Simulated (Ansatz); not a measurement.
Kohn–Sham single points on C$_{2}$H$_{7}$ClF$_{2}$MoO$_{3}$, SMILES `C[O][Mo]([OH])([F])([F])([Cl])[O]C`.

```yaml
crystal:
  periodic: [false, false, false]
  atoms:
    - {symbol: C, position_ang: [1.724951, -0.575075, -1.999982]}
    - {symbol: O, position_ang: [1.043209, -0.526440, -0.781238]}
    - {symbol: Mo, position_ang: [-0.107489, 0.655903, -0.017218]}
    - {symbol: O, position_ang: [-1.158909, 0.390833, -1.567240]}
    - {symbol: F, position_ang: [0.915785, 1.994553, -0.826169]}
    - {symbol: F, position_ang: [-1.385304, 1.991738, 0.289958]}
    - {symbol: Cl, position_ang: [1.074791, 1.311724, 1.898003]}
    - {symbol: O, position_ang: [-0.903842, -0.538284, 1.089739]}
    - {symbol: C, position_ang: [-1.198388, -0.925839, 2.393614]}
    - {symbol: H, position_ang: [2.277755, 0.357988, -2.142410]}
    - {symbol: H, position_ang: [2.402218, -1.430243, -1.991531]}
    - {symbol: H, position_ang: [0.988458, -0.686667, -2.802663]}
    - {symbol: H, position_ang: [-1.876335, 1.024364, -1.679555]}
    - {symbol: H, position_ang: [-0.462855, -0.475484, 3.068702]}
    - {symbol: H, position_ang: [-2.200988, -0.576423, 2.653445]}
    - {symbol: H, position_ang: [-1.155963, -2.015246, 2.458846]}
basis:
  gaussian: {orbitals: def2-TZVPP}
hamiltonian: {xc: {name: revPBE}, dispersion: d4}
output: {orbitals: {seedname: orbitals}}
```

```sh
$ ansatz run in.yaml --threads 4 --pin off --events-out ev --progress --plain --max-ram 41984MiB --backend cuda --devices 0, --max-vram 37GiB
```

Shortened log:

```
Functional definition: revPBE
2131 factors; their error is unknown
mean field evaluation 1: about -28121.6476 eV, gradient 1.2e2 eV
mean field evaluation 2: about -27750.8877 eV, gradient 4.2e2 eV
mean field evaluation 4: about -28125.5920 eV, gradient 1.2e2 eV
mean field evaluation 8: about -28148.8307 eV, gradient 3.9e0 eV
mean field evaluation 16: about -28148.8242 eV, gradient 1.1e-1 eV
mean field -28148.82423646 eV, -1034.4502107316 hartree, gradient 2.9e-5 eV, S^2 0.000000; 0 other end points of the search recorded, 0 dependent functions left out
reference -28148.82433529 eV, -1034.4502143636 hartree; 46, 46 occupied and 367, 367 virtual orbitals, 2131 factors
Total energy: -28150.13342343 eV, -1034.4983224652 hartree
```

Hardware: 4 threads of an AMD EPYC 7R13 on a shared host and a share of an NVIDIA H100 80 GB. Wall time 3.2 s, peak host memory 0.92 GiB.

The same input with `hamiltonian: {xc: {name: r2SCANh}, dispersion: d4}` (abridged; 2.6 s):

```
Functional definition: r2SCANh
mean field evaluation 16: about -28146.2917 eV, gradient 6.4e-2 eV
mean field -28146.29169688 eV, -1034.3571416185 hartree, gradient 2.5e-5 eV, S^2 0.000000
Total energy: -28146.42038995 eV, -1034.3618710018 hartree
```

The same input with `hamiltonian: {xc: {name: LC-wPBE}}` (abridged; 2.8 s):

```
Functional definition: LC-wPBE
mean field evaluation 16: about -28142.0727 eV, gradient 2.9e-3 eV
mean field -28142.07265247 eV, -1034.2020945962 hartree, gradient 5.7e-5 eV, S^2 0.000000
Total energy: -28142.07265248 eV, -1034.2020945966 hartree
```

Changing it to `hamiltonian: {xc: {name: CAM-B3LYP}, dispersion: d4}` (abridged; 2.8 s):

```
Functional definition: CAM-B3LYP
mean field evaluation 16: about -28148.1144 eV, gradient 6.1e-3 eV
mean field -28148.11444786 eV, -1034.4241264815 hartree, gradient 4.4e-5 eV, S^2 0.000000
Total energy: -28148.51621785 eV, -1034.4388912563 hartree
```

The same input with `hamiltonian: {xc: {name: B3LYP}, dispersion: d4}` and forces (abridged; 3 s):

```
Functional definition: B3LYP
mean field evaluation 16: about -28154.7474 eV, gradient 2.3e-2 eV
mean field -28154.74743858 eV, -1034.6678843947 hartree, gradient 4.1e-5 eV, S^2 0.000000
Total energy: -28155.48024728 eV, -1034.6948146177 hartree
Atom 0 force     0.198795    -0.049798    -0.327822 eV/Å
Atom 1 force     0.150164    -0.279946     0.091633 eV/Å
Atom 2 force     0.043342     0.103030     0.113434 eV/Å
Atom 3 force    -0.252537    -0.047907    -0.340489 eV/Å
Atom 4 force     0.202414     0.282345    -0.187044 eV/Å
Atom 5 force    -0.260974     0.268049     0.088353 eV/Å
Atom 6 force     0.192856     0.102646     0.268335 eV/Å
Atom 7 force    -0.143393    -0.222835    -0.012131 eV/Å
Atom 8 force    -0.087285    -0.121478     0.341547 eV/Å
Atom 9 force    -0.024560    -0.065338    -0.004953 eV/Å
Atom 10 force    -0.030578     0.050817    -0.016508 eV/Å
Atom 11 force     0.058803     0.003581     0.033428 eV/Å
Atom 12 force    -0.026345    -0.008838    -0.035661 eV/Å
Atom 13 force    -0.062737    -0.044353    -0.027159 eV/Å
Atom 14 force     0.051080    -0.026035     0.001218 eV/Å
Atom 15 force    -0.009045     0.056061     0.013820 eV/Å
Dipole moment:    -0.189561    -0.827062    -0.155957 e Å
```

The same input with `hamiltonian: {xc: pbe0, dispersion: d4}` (abridged; 2.3 s):

```
Functional definition: PBE0
mean field evaluation 16: about -28134.5150 eV, gradient 7.6e-3 eV
mean field -28134.51498617 eV, -1033.9243554826 hartree, gradient 2.2e-5 eV, S^2 0.000000
Total energy: -28134.90789419 eV, -1033.9387945858 hartree
```

B3LYP takes the VWN-RPA correlation (the form of Gaussian; ORCA's B3LYP/G).
